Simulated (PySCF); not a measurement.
Isomers of C3H8GeO2. Theory: PySCF 2.14.0, PBE0-D3(BJ)/def2-SVP geometry optimisation, gas phase. Energies are electronic, without zero-point or thermal terms, for one conformer each. No frequencies were run at this level. Point groups hold within 0.08 Å.

Problem. Rank from lowest to highest electronic energy at this level (kcal/mol).
A. `[CH3:1][C:2](=[O:3])[CH2:4][O:5][GeH3:6]` with C1–C2–C4–O5 178°, C2–C4–O5–Ge6 4°
B. `[H][Ge]([H])([CH3])[O]C(C)=O` (GeH2Me(OAc))

Solution. B (0.0), A (31.8).

| SMILES | E (Eh) | E rel (kcal/mol) | dipole (D) | point group | A, B, C (MHz) |
| --- | --- | --- | --- | --- | --- |
| [H][Ge]([H])([CH3])[O]C(C)=O | -2345.61384 | 0.0 | 2.33 | near Cs | 6220, 1312, 1114 |
| CC(=O)C[O][GeH3] | -2345.56317 | 31.8 | 3.11 | near Cs | 6125, 1239, 1059 |
